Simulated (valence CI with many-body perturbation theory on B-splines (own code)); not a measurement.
E1 line list for Kr21+

Level of theory: configuration interaction combined with many-body perturbation theory (CI+MBPT): five valence electrons over a frozen Dirac-Fock core [Ne], radial functions for each j: 9 s, 9 p, 8 d, 6 f, 3 g, 1 h, with the one-electron correlation potential Σ1, the two-electron term Σ2, the three-electron term Σ3, Breit, model QED; selected CI, second order for the rest (own B-spline code, finite nucleus).

No measured levels were compared; by estimate levels of excited configurations hold to 0.05 to 0.15 % of their energy, terms of the ground configuration to about 0.5 %. Among the levels kept, up to 460 cm⁻¹ of a level comes from second order outside the variational space, and about a tenth of that is noise between levels of different J, which matters for small intervals.

Lines 101 to 150 of 172 in falling wavelength, among levels below 150.39 eV, chosen from the strongest by gf and those to the six lowest levels. Wavelengths and rates use the calculated energies, so an error of 400 cm⁻¹ moves a line at 13.68 nm by 0.055 % and its rate by three times that or more. Electric multipoles are in the length gauge, E1 and E2 with the static RPA response of the core. Weak lines are less certain than strong ones. Lines between different terms over intervals too small for the method are left out, as are lines whose strength nearly cancels. The highest levels of a list are the least certain.

Names give the largest LS component (configuration and term), which can be under half, so a name can repeat, a term be missing and a line seem to break the LS rules; names also repeat where a configuration has a term twice. Letters in brackets count levels of one name in rising energy.

```tsv
λ vac (nm)	Upper	Lower	A (s⁻¹)	log gf	Branch %
13.68	3s.3p4 2P_3/2	3s2.3p3 2P°_1/2	2.81e+09	-1.50	1.9
13.49	3s2.3p2.3d 2P_1/2 [b]	3s2.3p3 2P°_3/2	2.49e+10	-0.87	15.0
13.46	3s2.3p2.3d 4F_5/2	3s2.3p3 4S°_3/2	3.50e+09	-1.24	85.1
13.41	3s2.3p2.3d 2P_1/2 [a]	3s2.3p3 2D°_3/2	3.61e+09	-1.71	19.6
13.39	3s2.3p2.3d 4D_5/2	3s2.3p3 2D°_3/2	1.89e+09	-1.51	17.5
13.36	3s2.3p2.3d 2D_5/2 [a]	3s2.3p3 2P°_3/2	4.43e+09	-1.15	3.0
13.24	3s2.3p2.3d 4P_3/2	3s2.3p3 2P°_1/2	7.52e+06	-4.10	0.0
13.13	3s2.3p2.3d 4P_1/2	3s2.3p3 2P°_1/2	1.22e+09	-2.20	0.7
13.08	3s2.3p2.3d 2G_7/2 [a]	3s2.3p3 2D°_5/2	3.15e+09	-1.19	100.0
12.93	3s2.3p2.3d 2F_5/2 [a]	3s2.3p3 4S°_3/2	9.42e+08	-1.85	88.7
12.93	3s2.3p2.3d 2D_3/2 [b]	3s2.3p3 2P°_3/2	8.30e+08	-2.08	0.5
12.88	3s2.3p2.3d 2P_1/2 [c]	3s2.3p3 2P°_3/2	2.57e+09	-1.89	2.2
12.87	3s.3p4 2P_3/2	3s2.3p3 2D°_5/2	6.03e+10	-0.22	40.4
12.83	3s2.3p2.3d 2F_5/2 [b]	3s2.3p3 2P°_3/2	3.28e+09	-1.31	2.1
12.82	3s2.3p2.3d 2D_3/2 [a]	3s2.3p3 2P°_1/2	4.42e+09	-1.36	9.1
12.72	3s2.3p2.3d 4D_1/2	3s2.3p3 4S°_3/2	2.87e+08	-2.86	3.3
12.68	3s2.3p2.3d 4P_5/2	3s2.3p3 2D°_5/2	1.14e+10	-0.78	7.4
12.63	3s2.3p2.3d 2G_7/2 [b]	3s2.3p3 2D°_5/2	3.31e+09	-1.20	100.0
12.54	3s2.3p2.3d 2D_5/2 [b]	3s2.3p3 2P°_3/2	1.88e+09	-1.58	4.7
12.48	3s2.3p2.3d 4P_3/2	3s2.3p3 2D°_5/2	2.05e+10	-0.72	14.0
12.46	3s2.3p2.3d 4D_3/2	3s2.3p3 4S°_3/2	4.70e+09	-1.36	35.4
12.43	3s2.3p2.3d 2P_1/2 [b]	3s2.3p3 2P°_1/2	2.23e+10	-0.99	13.4
12.41	3s.3p4 2P_3/2	3s2.3p3 2D°_3/2	4.89e+10	-0.35	32.7
12.23	3s2.3p2.3d 4P_5/2	3s2.3p3 2D°_3/2	1.20e+10	-0.79	7.8
12.14	3s2.3p2.3d 2P_1/2 [a]	3s2.3p3 4S°_3/2	8.82e+08	-2.41	4.8
12.12	3s2.3p2.3d 4D_5/2	3s2.3p3 4S°_3/2	6.66e+09	-1.06	61.7
12.10	3s2.3p2.3d 2D_3/2 [a]	3s2.3p3 2D°_5/2	9.70e+09	-1.07	20.0
12.06	3s2.3p2.3d 2P_3/2	3s2.3p3 2P°_3/2	6.13e+10	-0.27	45.0
12.04	3s2.3p2.3d 4P_3/2	3s2.3p3 2D°_3/2	6.84e+09	-1.23	4.7
11.95	3s2.3p2.3d 4P_1/2	3s2.3p3 2D°_3/2	5.86e+07	-3.60	0.0
11.95	3s2.3p2.3d 2D_3/2 [b]	3s2.3p3 2P°_1/2	1.61e+10	-0.86	9.5
11.92	3s2.3p2.3d 2S_1/2	3s2.3p3 2P°_3/2	1.33e+11	-0.25	87.4
11.90	3s2.3p2.3d 2P_1/2 [c]	3s2.3p3 2P°_1/2	1.09e+11	-0.33	92.4
11.69	3s2.3p2.3d 2D_3/2 [a]	3s2.3p3 2D°_3/2	2.46e+09	-1.69	5.1
11.65	3s2.3p2.3d 2D_5/2 [a]	3s2.3p3 2D°_5/2	6.92e+10	-0.07	47.4
11.47	3s2.3p2.3d 2D_3/2 [c]	3s2.3p3 2P°_3/2	6.22e+10	-0.31	40.8
11.40	3s2.3p2.3d 2D_5/2 [c]	3s2.3p3 2P°_3/2	1.56e+11	0.26	94.5
11.37	3s2.3p2.3d 2P_1/2 [b]	3s2.3p3 2D°_3/2	1.11e+11	-0.37	66.9
11.32	3s2.3p2.3d 2D_3/2 [b]	3s2.3p3 2D°_5/2	3.64e+10	-0.55	21.6
11.31	3s.3p4 2P_3/2	3s2.3p3 4S°_3/2	3.53e+10	-0.57	23.6
11.27	3s2.3p2.3d 2D_5/2 [a]	3s2.3p3 2D°_3/2	4.28e+10	-0.31	29.3
11.25	3s2.3p2.3d 2F_5/2 [b]	3s2.3p3 2D°_5/2	4.34e+10	-0.31	27.8
11.20	3s2.3p2.3d 2P_3/2	3s2.3p3 2P°_1/2	7.13e+10	-0.27	52.3
11.16	3s2.3p2.3d 4P_5/2	3s2.3p3 4S°_3/2	1.30e+11	0.16	84.8
11.08	3s2.3p2.3d 2S_1/2	3s2.3p3 2P°_1/2	1.21e+09	-2.35	0.8
11.03	3s2.3p2.3d 2D_5/2 [b]	3s2.3p3 2D°_5/2	2.63e+10	-0.54	65.7
11.00	3s2.3p2.3d 4P_3/2	3s2.3p3 4S°_3/2	1.18e+11	-0.07	80.4
10.96	3s2.3p2.3d 2D_3/2 [b]	3s2.3p3 2D°_3/2	1.15e+11	-0.08	68.2
10.93	3s2.3p2.3d 4P_1/2	3s2.3p3 4S°_3/2	1.59e+11	-0.24	97.0
10.93	3s2.3p2.3d 2P_1/2 [c]	3s2.3p3 2D°_3/2	6.22e+09	-1.65	5.3
```

Task: How does gf follow from A for the line at 11.37 nm?

Result: gf = 1.4992 × (2J+1)_upper × A / σ², with σ = 879773 cm⁻¹ and 2J+1 = 2: gf = 0.429.
